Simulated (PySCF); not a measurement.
TDDFT excited states: C4H12OSi

Species: Si(OMe)Me3, C₄H₁₂OSi.
Geometry (PBE0-D3(BJ)/def2-SVP, Å), atoms numbered from 1 in this order:
```xyz
18
C4H12OSi angstrom
Si    -0.1576   -0.2581   -0.2145
O     -0.1338   -0.2022    1.4632
C      0.4664    0.8103    2.2105
H      1.5469    0.9137    1.9938
H      0.3652    0.5763    3.2822
H     -0.0040    1.7976    2.0388
C      1.6015   -0.2820   -0.8712
H      2.1719   -1.1150   -0.4309
H      2.1369    0.6538   -0.6451
H      1.6086   -0.4085   -1.9658
C     -1.0721    1.2376   -0.8885
H     -2.0796    1.3107   -0.4499
H     -1.1835    1.1673   -1.9826
H     -0.5379    2.1760   -0.6704
C     -1.0547   -1.8406   -0.6338
H     -2.0672   -1.8408   -0.2017
H     -0.5153   -2.7122   -0.2325
H     -1.1479   -1.9668   -1.7240
```

Method: PySCF 2.14.0, density-fitted response routines, TDDFT CAM-B3LYP/def2-SVPD, vertical, gas phase, core orbitals frozen in the response.

| state | E (eV) | λ (nm) | ν̃ (cm⁻¹) | f | \|μ\| (D) | main configurations (H = HOMO, L = LUMO) |
| --- | --- | --- | --- | --- | --- | --- |
| S1 | 7.30 | 169.9 | 58860 | 0.0089 | 0.57 | H→L (88%) |
| S2 | 7.84 | 158.2 | 63220 | 0.026 | 0.93 | H-1→L (85%) |
| S3 | 8.11 | 152.8 | 65440 | 0.067 | 1.47 | H→L+1 (73%), H-3/H-2→L (≥11%) |
| S4 | 8.19 | 151.3 | 66080 | 0.0071 | 0.48 | H→L+3 (32%), H→L+4 (32%), H-3/H-2→L (≥11%) |
| S5 | 8.39 | 147.8 | 67650 | 0.039 | 1.10 | H→L+2 (28%), H-3/H-2→L (≥25%), H-1→L+1 (24%) |
| S6 | 8.45 | 146.7 | 68170 | 0.052 | 1.28 | H→L+2 (56%), H-1→L+1 (19%), H-3/H-2→L (≥10%) |
| S7 | 8.68 | 142.9 | 69980 | 0.015 | 0.68 | H→L+4 (30%), H→L+3 (21%), H→L+7 (14%) |
| S8 | 8.78 | 141.2 | 70840 | 0.0057 | 0.41 | H-1→L+1 (29%), H-1→L+4 (26%), H-1→L+3 (18%) |
| S9 | 8.91 | 139.2 | 71860 | 0.013 | 0.61 | H→L+3 (28%), H-1→L+2 (26%), H-3/H-2→L (≥26%) |

Triplets, Tamm–Dancoff:

| state | E (eV) | λ (nm) | main configurations (H = HOMO, L = LUMO) |
| --- | --- | --- | --- |
| T1 | 7.15 | 173.3 | H→L (83%) |
| T2 | 7.67 | 161.6 | H-1→L (79%), H→L+2 (8%) |
| T3 | 7.85 | 157.9 | H→L+1 (36%), H→L+4 (35%) |
| T4 | 7.95 | 155.9 | H→L+1 (30%), H-3/H-2→L (≥25%), H→L+3 (19%) |

The lowest singlet comes at 170 nm (704 kJ/mol) in the vacuum ultraviolet; it is weak; its leading configuration is HOMO→LUMO (88%). The strongest level in the table is S3 at 8.11 eV (153 nm, f = 0.067). Löwdin shares by element: HOMO oxygen 45%, carbon 22% or more, silicon 9% (atoms not listed hold the other 24%); LUMO carbon 28% or more, silicon 17% (atoms not listed hold the other 56%). Orbital energies (eV): HOMO-3 -10.38, HOMO-2 -10.38, HOMO-1 -9.55, HOMO -9.03, LUMO 1.09, LUMO+1 1.80, LUMO+2 2.08. Weighted by f, the mean energy of these states is 8.27 eV. The oscillator strengths of these states sum to 0.232; summed over the whole spectrum of an exact calculation they would give the number of electrons, 58 (Thomas–Reiche–Kuhn). Orbitals of the list HOMO-3 to LUMO+2 that lie within 0.01 eV of each other are written together with a slash and their weights summed (≥ marks a lower bound); for degenerate orbitals outside that list single weights are arbitrary. Only the lowest 10 singlets were computed, as vertical energies without vibronic structure. The highest level found (9.02 eV, f 0.0023 so far) is left out, since the window may have cut off a degenerate partner.
